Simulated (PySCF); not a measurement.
Fill in the blanks.

C₆H₄S.
Numbering: `[CH:1]#[C:2][c:3]1[cH:4][cH:5][cH:6][s:7]1` (hydrogens: H8 on C1; H9 on C4; H10 on C5; H11 on C6)

```csv
property,level,value
point group of the GFN2-xTB geometry,GFN2-xTB,?
"rotational constants A, B, C of the GFN2-xTB geometry",GFN2-xTB,?
dipole moment,B3LYP/def2-SVPD,0.95 D
HOMO energy,B3LYP/def2-SVPD,-6.42 eV
LUMO energy,B3LYP/def2-SVPD,-1.42 eV
lowest singlet excitation,TDDFT B3LYP/def2-SVPD,"4.71 eV (263 nm, f = 0.246)"
lowest triplet excitation (Tamm–Dancoff),TDA B3LYP/def2-SVPD,3.13 eV
static isotropic polarisability,B3LYP/def2-SVPD,?
electronic spatial extent ⟨r²⟩ about the centre of nuclear charge,B3LYP/def2-SVPD,?
13C chemical shifts (computed TMS as zero) by class,GIAO PBE0/pcSseg-1,?
1H chemical shifts (computed TMS as zero) by class,GIAO PBE0/pcSseg-1,?
"isotropic shieldings of nuclei other than C and H, by class",GIAO PBE0/pcSseg-1,235 (S7) ppm
```

Gas-phase values; electronic properties from PySCF, density fitting. Geometry: GFN2-xTB; no solvent, vibrations or thermal averaging.

**Question.** What are the 13C chemical shifts (computed TMS as zero) by class?

**Answer.** 139.7 (C4), 136.9 (C6), 132.4 (C3), 131.0 (C5), 93.1 (C1), 81.7 (C2) ppm.

**Question.** The point group of the GFN2-xTB geometry?

**Answer.** Cs.

**Question.** What is the static isotropic polarisability?

**Answer.** 89.4 au.

**Question.** The electronic spatial extent ⟨r²⟩ about the centre of nuclear charge?

**Answer.** 837 bohr².

**Question.** The 1H chemical shifts (computed TMS as zero) by class?

**Answer.** 7.49 (H9), 7.13 (H11), 7.10 (H10), 3.20 (H8) ppm.

**Question.** The rotational constants A, B, C of the GFN2-xTB geometry?

**Answer.** 5.391, 1.821, 1.361 GHz.

The polarisability is 13.25 Å³ as a volume (1 au = 0.148185 Å³), or 1.60 au for each of the 56 electrons. The dipole matches unit charges of opposite sign 0.20 Å apart (1 e·Å = 4.8032 D). The principal polarisabilities are 52.1, 84.4 and 131.8 au; their mean is the isotropic value.

For the TDDFT job (B3LYP/def2-SVPD), time: 30 s of wall time. Hardware: one thread, x86-64 server, shared host.
